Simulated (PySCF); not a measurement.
Isomers of C6H14Si2.

All values: PBE0/pcSseg-1 (PySCF) at GFN2-xTB geometries, gas phase, one conformer each. Dipoles and anisotropies that the point group forbids are given as zero.

(1) Rank by the highest Hirshfeld charge on any atom, lowest value first.
A. `[CH2:1]=[CH:2][CH2:3]/[C:4](=[CH:5]/[SiH3:6])[CH2:7][SiH3:8]` with C1–C2–C3–C4 -116°, C2–C3–C4–C5 96°, C3–C4–C7–Si8 -84°
B. `[CH3:1][C:2]#[C:3][CH2:4][CH2:5][CH:6]([SiH3:7])[SiH3:8]` with C3–C4–C5–C6 62°, C4–C5–C6–Si7 66°
C. `CC(C)(C)[SiH2]C#C[SiH3]`
D. `[SiH3:1][SiH2:2][C:3]1=[CH:4][CH2:5][CH2:6][CH2:7][CH2:8]1` with Si1–Si2–C3–C4 -115°, C3–C4–C5–C6 15°, C4–C5–C6–C7 -46°, C5–C6–C7–C8 64°, C6–C7–C8–C3 -49°
E. `[CH2:1]1[CH2:2][SiH2:3][Si@@H:4]([CH:5]2[CH2:6][CH2:7]2)[CH2:8]1` with Si3–Si4–C5–C6 -88°, C8–C1–C2–Si3 54°, C1–C2–Si3–Si4 -28°, C2–Si3–Si4–C5 -114°, Si4–C5–C6–C7 -110°

(2) Rank by the highest IAO charge on any atom, lowest value first.
A. `CC(C)(C)[SiH2]C#C[SiH3]`
B. `[SiH3:1][SiH2:2][C:3]1=[CH:4][CH2:5][CH2:6][CH2:7][CH2:8]1` with Si1–Si2–C3–C4 -115°, C3–C4–C5–C6 15°, C4–C5–C6–C7 -46°, C5–C6–C7–C8 64°, C6–C7–C8–C3 -49°
C. `[CH2:1]1[CH2:2][SiH2:3][Si@@H:4]([CH:5]2[CH2:6][CH2:7]2)[CH2:8]1` with Si3–Si4–C5–C6 -88°, C8–C1–C2–Si3 54°, C1–C2–Si3–Si4 -28°, C2–Si3–Si4–C5 -114°, Si4–C5–C6–C7 -110°
D. `C1C[SiH]2CC[SiH]1CC2`

(3) Rank by HOMO–LUMO gap, highest first.
A. `[CH:1]#[C:2][SiH2:3][CH2:4][C:5]([CH3:6])([CH3:7])[SiH3:8]` with C2–Si3–C4–C5 -178°, Si3–C4–C5–C6 176°
B. `[CH2:1]1[CH2:2][SiH2:3][Si@@H:4]([CH:5]2[CH2:6][CH2:7]2)[CH2:8]1` with Si3–Si4–C5–C6 -88°, C8–C1–C2–Si3 54°, C1–C2–Si3–Si4 -28°, C2–Si3–Si4–C5 -114°, Si4–C5–C6–C7 -110°
C. `CC(C)(C)[SiH2]C#C[SiH3]`
D. `C1C[SiH]2CC[SiH]1CC2`
E. `[CH3:1][C:2]#[C:3][CH2:4][CH2:5][CH:6]([SiH3:7])[SiH3:8]` with C3–C4–C5–C6 62°, C4–C5–C6–Si7 66°
F. `[SiH3:1][SiH2:2][C:3]1=[CH:4][CH2:5][CH2:6][CH2:7][CH2:8]1` with Si1–Si2–C3–C4 -115°, C3–C4–C5–C6 15°, C4–C5–C6–C7 -46°, C5–C6–C7–C8 64°, C6–C7–C8–C3 -49°

Answers

(1) D (+0.238 e), E (+0.275 e), B (+0.306 e), A (+0.320 e), C (+0.353 e).

(2) B (+0.452 e), C (+0.605 e), A (+0.749 e), D (+0.866 e).

(3) D (8.26 eV), A (8.11 eV), E (7.82 eV), B (7.41 eV), C (7.28 eV), F (6.97 eV).

All values together:

| SMILES | μ (D) | HOMO (eV) | LUMO (eV) | lowest IAO charge (e) | highest IAO charge (e) | lowest Hirshfeld charge (e) | highest Hirshfeld charge (e) |
| --- | --- | --- | --- | --- | --- | --- | --- |
| [SiH3][SiH2]C1=CCCCC1 | 1.26 | -7.06 | -0.09 | -0.269 (C) | +0.452 (Si) | -0.095 (C) | +0.238 (Si) |
| C#C[SiH2]CC(C)(C)[SiH3] | 0.98 | -7.94 | 0.16 | -0.525 (C) | +0.760 (Si) | -0.156 (C) | +0.355 (Si) |
| C=C[Si@H]([SiH2]C)C1CC1 | 0.23 | -7.47 | -0.43 | -0.696 (C) | +0.615 (Si) | -0.211 (C) | +0.273 (Si) |
| C1C[SiH]2CC[SiH]1CC2 | 0.00 | -7.16 | 1.10 | -0.532 (C) | +0.866 (Si) | -0.160 (C) | +0.357 (Si) |
| CC(C)(C)[SiH2]C#C[SiH3] | 0.62 | -7.72 | -0.44 | -0.413 (C) | +0.749 (Si) | -0.145 (C) | +0.353 (Si) |
| CC#CCCC([SiH3])[SiH3] | 1.05 | -7.29 | 0.52 | -0.641 (C) | +0.594 (Si) | -0.191 (C) | +0.306 (Si) |
| C1C[SiH2][Si@@H](C2CC2)C1 | 0.83 | -7.28 | 0.14 | -0.527 (C) | +0.605 (Si) | -0.161 (C) | +0.275 (Si) |
| C=CC/C(=C/[SiH3])C[SiH3] | 1.02 | -7.00 | -0.51 | -0.535 (C) | +0.611 (Si) | -0.165 (C) | +0.320 (Si) |

Conformers: `[SiH3:1][SiH2:2][C:3]1=[CH:4][CH2:5][CH2:6][CH2:7][CH2:8]1` with Si1–Si2–C3–C4 -115°, C3–C4–C5–C6 15°, C4–C5–C6–C7 -46°, C5–C6–C7–C8 64°, C6–C7–C8–C3 -49°; `[CH:1]#[C:2][SiH2:3][CH2:4][C:5]([CH3:6])([CH3:7])[SiH3:8]` with C2–Si3–C4–C5 -178°, Si3–C4–C5–C6 176°; `[CH2:1]=[CH:2][Si@H:3]([SiH2:4][CH3:5])[CH:6]1[CH2:7][CH2:8]1` with C1–C2–Si3–Si4 101°, C2–Si3–Si4–C5 87°, C2–Si3–C6–C7 164°; `[CH3:1][C:2]#[C:3][CH2:4][CH2:5][CH:6]([SiH3:7])[SiH3:8]` with C3–C4–C5–C6 62°, C4–C5–C6–Si7 66°; `[CH2:1]1[CH2:2][SiH2:3][Si@@H:4]([CH:5]2[CH2:6][CH2:7]2)[CH2:8]1` with Si3–Si4–C5–C6 -88°, C8–C1–C2–Si3 54°, C1–C2–Si3–Si4 -28°, C2–Si3–Si4–C5 -114°, Si4–C5–C6–C7 -110°; `[CH2:1]=[CH:2][CH2:3]/[C:4](=[CH:5]/[SiH3:6])[CH2:7][SiH3:8]` with C1–C2–C3–C4 -116°, C2–C3–C4–C5 96°, C3–C4–C7–Si8 -84°.
